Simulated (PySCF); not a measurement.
An element was calculated at UHF (PySCF 2.14, ECP, a triple-zeta basis, no spin-orbit coupling), in the ground configurations that NIST lists.

```
electron affinity          : -0.137 eV
first ionisation energy    : 6.290 eV
second ionisation energy   : 14.879 eV
third ionisation energy    : 26.452 eV
polarisability of the atom : 93.6 bohr³
```

Q: Which element is it?

A: Ruthenium (Ru, Z = 44), in aug-cc-pwCVTZ-PP with ECP28MDF. NIST lists 7.361, 16.76 ± 0.06, 28.47 eV for these ionisation energies.
